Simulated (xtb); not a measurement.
C4H4S, charge -1, doublet, from a rough starting geometry (a state made from the parent by changing its charge; the spin is typed, not shown lowest); GFN2-xTB (xtb).

Here is a job for xtb.
```
$ xtb mol.xyz --gfn 2 --chrg -1 --uhf 1 --opt vtight --json

# file mol.xyz
9

C      0.54026790    -0.81602526     0.02007241
C     -0.83633320    -0.50240408     0.11711210
C     -1.03665321     0.81279463    -0.09301409
S      0.40379365     1.71385135    -0.29256060
C      1.33880758     0.29537226    -0.12633822
H      0.88775723    -1.80980584     0.17115345
H     -1.63980814    -1.22332632     0.24827393
H     -1.98911669     1.38182471    -0.03984638
H      2.31191867     0.31030373    -0.22893480
```

Output, abridged:

```
   ID    Z sym.   atoms
    1    6 C      1-3, 5
    2   16 S      4
    3    1 H      6-9

           -------------------------------------------------
          |                Calculation Setup                |
           -------------------------------------------------

           -------------------------------------------------
          |                 G F N 2 - x T B                 |
           -------------------------------------------------

          ...................................................
          :                      SETUP                      :
          :.................................................:
          :  # basis functions                  30          :
          :  # atomic orbitals                  29          :
          :  # shells                           15          :
          :  # electrons                        27          :
          :  max. iterations                   250          :
          :  Hamiltonian                  GFN2-xTB          :
          :  restarted?                      false          :
          :  GBSA solvation                  false          :
          :  PC potential                    false          :
          :  electronic temp.          300.0000000     K    :
          :  accuracy                    1.0000000          :
          :  -> integral cutoff          0.2500000E+02      :
          :  -> integral neglect         0.1000000E-07      :
          :  -> SCF convergence          0.1000000E-05 Eh   :
          :  -> wf. convergence          0.1000000E-03 e    :
          :  Broyden damping             0.4000000          :
          :  net charge                         -1          :
          :  unpaired electrons                  1          :
          ...................................................

 iter      E             dE          RMSdq      gap      omega  full diag
   1    -14.1402924 -0.141403E+02  0.476E+00    0.58       0.0  T
   2    -14.1641205 -0.238281E-01  0.238E+00    0.94       1.0  T
   3    -14.1632925  0.828032E-03  0.101E+00    0.79       1.0  T
   4    -14.1631929  0.995652E-04  0.584E-01    0.76       1.0  T
   5    -14.1650466 -0.185368E-02  0.260E-01    0.76       1.0  T
   6    -14.1651572 -0.110612E-03  0.611E-02    0.76       1.0  T
   7    -14.1651714 -0.142410E-04  0.286E-02    0.76       1.2  T
   8    -14.1651721 -0.706119E-06  0.538E-03    0.76       6.2  T
   9    -14.1651722 -0.179749E-07  0.269E-03    0.76      12.4  T
  10    -14.1651722 -0.135895E-07  0.903E-04    0.76      36.9  T
  11    -14.1651722 -0.274863E-08  0.355E-04    0.76      94.0  T

   *** convergence criteria satisfied after 11 iterations ***

         :::::::::::::::::::::::::::::::::::::::::::::::::::::
         ::                     SUMMARY                     ::
         :::::::::::::::::::::::::::::::::::::::::::::::::::::
         :: total energy             -13.933897599274 Eh    ::
         :: gradient norm              0.151275533971 Eh/a0 ::
         :: HOMO-LUMO gap              0.761077620242 eV    ::
         ::.................................................::
         :: SCC energy               -14.165170383785 Eh    ::
         :: -> isotropic ES            0.112913900036 Eh    ::
         :: -> anisotropic ES          0.003912536685 Eh    ::
         :: -> anisotropic XC          0.006373697614 Eh    ::
         :: -> dispersion             -0.007607880215 Eh    ::
         :: repulsion energy           0.231272784512 Eh    ::
         :: add. restraining           0.000000000000 Eh    ::
         :: total charge              -1.000000000000 e     ::
         :::::::::::::::::::::::::::::::::::::::::::::::::::::

      -----------------------------------------------------------
     |                   =====================                   |
     |                        A N C O P T                        |
     |                   =====================                   |
     |               Approximate Normal Coordinate               |
     |                Rational Function Optimizer                |
      -----------------------------------------------------------
      -----------------------------------------------------------
     |                   =====================                   |
     |                        A N C O P T                        |
     |                   =====================                   |
     |               Approximate Normal Coordinate               |
     |                Rational Function Optimizer                |
      -----------------------------------------------------------

          ...................................................
          :                      SETUP                      :
          :.................................................:
          :   optimization level         verytight          :
          :   max. optcycles                   200          :
          :   ANC micro-cycles                  20          :
          :   degrees of freedom                21          :
          :.................................................:
          :   RF solver                   davidson          :
          :   write xtbopt.log                true          :
          :   linear?                        false          :
          :   energy convergence         0.1000000E-06 Eh   :
          :   grad. convergence          0.2000000E-03 Eh/α :
          :   maxmium RF displ.          1.0000000          :
          :   Hlow (freq-cutoff)         0.1000000E-01      :
          :   Hmax (freq-cutoff)         5.0000000          :
          :   S6 in model hess.         20.0000000          :
          ...................................................

generating ANC from exact Hessian ...
Using Lindh-Hessian (1995)
 Shifting diagonal of input Hessian by    0.0000000000000000
 Lowest  eigenvalues of input Hessian
    0.000000    0.000000    0.000000    0.000000    0.000000    0.000000
[...]
 * total energy  :   -13.9493156 Eh     change       -0.1775880E-02 Eh
 * total energy  :   -13.9497634 Eh     change       -0.4478318E-03 Eh
 * total energy  :   -13.9501861 Eh     change       -0.4226571E-03 Eh
 * total energy  :   -13.9503992 Eh     change       -0.2130885E-03 Eh
 * total energy  :   -13.9505859 Eh     change       -0.1867697E-03 Eh
 * total energy  :   -13.9506319 Eh     change       -0.4593254E-04 Eh
 * total energy  :   -13.9506521 Eh     change       -0.2021652E-04 Eh
 * total energy  :   -13.9506619 Eh     change       -0.9858217E-05 Eh
 * total energy  :   -13.9506676 Eh     change       -0.5617604E-05 Eh
 * total energy  :   -13.9506702 Eh     change       -0.2653076E-05 Eh
 * total energy  :   -13.9506709 Eh     change       -0.6890864E-06 Eh
 * total energy  :   -13.9506711 Eh     change       -0.2211460E-06 Eh
 * total energy  :   -13.9506712 Eh     change       -0.6198685E-07 Eh
   *** GEOMETRY OPTIMIZATION CONVERGED AFTER 15 ITERATIONS ***
[...]
         :::::::::::::::::::::::::::::::::::::::::::::::::::::
         :: total energy             -13.950671191054 Eh    ::
         :: gradient norm              0.000092264493 Eh/a0 ::
         :: HOMO-LUMO gap              1.248421931659 eV    ::
         ::.................................................::
         :: SCC energy               -14.140270777335 Eh    ::
         :: -> isotropic ES            0.111603020386 Eh    ::
         :: -> anisotropic ES          0.005095364805 Eh    ::
         :: -> anisotropic XC          0.006888757812 Eh    ::
         :: -> dispersion             -0.007554890851 Eh    ::
         :: repulsion energy           0.189599586281 Eh    ::
         :: add. restraining           0.000000000000 Eh    ::
         :: total charge              -1.000000000000 e     ::
         :::::::::::::::::::::::::::::::::::::::::::::::::::::

           -------------------------------------------------
          |                Property Printout                |
           -------------------------------------------------

    * Orbital Energies and Occupations

         #    Occupation            Energy/Eh            Energy/eV
      -------------------------------------------------------------
         1        2.0000           -0.4937919             -13.4368
         2        2.0000           -0.4096783             -11.1479
         3        2.0000           -0.3795103             -10.3270
         4        2.0000           -0.3485955              -9.4858
         5        2.0000           -0.3306641              -8.9978
         6        2.0000           -0.3161691              -8.6034
         7        2.0000           -0.2577250              -7.0131
         8        2.0000           -0.2452041              -6.6723
         9        2.0000           -0.2405659              -6.5461
        10        2.0000           -0.2320361              -6.3140
        11        2.0000           -0.2286827              -6.2228
        12        2.0000           -0.1725792              -4.6961
        13        2.0000           -0.1512288              -4.1151
        14        1.0000           -0.0320430              -0.8719 (HOMO)
        15                          0.0138356               0.3765 (LUMO)
        16                          0.0491801               1.3383
        17                          0.0995916               2.7100
        18                          0.2092124               5.6930
        19                          0.2300669               6.2604
        20                          0.2387785               6.4975
        21                          0.3326355               9.0515
        22                          0.3415958               9.2953
        23                          0.3944775              10.7343
        24                          0.4155548              11.3078
        25                          0.4878590              13.2753
       ...                                ...                  ...
        29                          0.8416645              22.9029
      -------------------------------------------------------------
                  HL-Gap            0.0458787 Eh            1.2484 eV
             Fermi-level           -0.0503698 Eh           -1.3706 eV

     #   Z          covCN         q      C6AA      α(0)
     1   6 C        3.047    -0.077    29.877     8.965
     2   6 C        3.047    -0.077    29.877     8.965
     3   6 C        2.922    -0.072    29.800     8.952
     4  16 S        2.184    -0.418   159.607    21.263
     5   6 C        2.922    -0.072    29.799     8.952
     6   1 H        0.925    -0.073     4.694     3.388
     7   1 H        0.925    -0.073     4.694     3.388
     8   1 H        0.926    -0.069     4.583     3.348
     9   1 H        0.926    -0.069     4.583     3.348

 Mol. C6AA /au·bohr⁶  :       1855.382682
 Mol. C8AA /au·bohr⁸  :      55577.816658
 Mol. α(0) /au        :         70.568891

Wiberg/Mayer (AO) data.
largest (>0.10) Wiberg bond orders for each atom

 ---------------------------------------------------------------------------
     #   Z sym  total        # sym  WBO       # sym  WBO       # sym  WBO
 ---------------------------------------------------------------------------
     1   6 C    3.952 --     2 C    1.428     5 C    1.404     6 H    0.961
     2   6 C    3.952 --     1 C    1.428     3 C    1.404     7 H    0.961
     3   6 C    3.697 --     2 C    1.404     4 S    1.112     8 H    0.968
                             5 C    0.105
     4  16 S    2.381 --     5 C    1.112     3 C    1.112
     5   6 C    3.697 --     1 C    1.404     4 S    1.112     9 H    0.968
                             3 C    0.105
     6   1 H    0.995 --     1 C    0.961
     7   1 H    0.995 --     2 C    0.961
     8   1 H    0.995 --     3 C    0.968
     9   1 H    0.995 --     5 C    0.968
 ---------------------------------------------------------------------------

Topologies differ in total number of bonds
Writing topology from bond orders to xtbtopo.mol

molecular dipole:
                 x           y           z       tot (Debye)
 q only:       -0.258      -1.151       0.216
   full:       -0.392      -1.723       0.303       4.557
molecular quadrupole (traceless):
                xx          xy          yy          xz          yz          zz
 q only:       -1.044      -0.792      -4.483       0.592       1.519       5.528
  q+dip:        1.806      -2.254      -6.506      -0.902       2.156       4.700
   full:        1.903      -2.282      -6.597      -0.797       2.145       4.694

optimized geometry written to: xtbopt.xyz

           -------------------------------------------------
          | TOTAL ENERGY              -13.950671191054 Eh   |
          | GRADIENT NORM               0.000092264493 Eh/α |
          | HOMO-LUMO GAP               1.248421931659 eV   |
           -------------------------------------------------
```
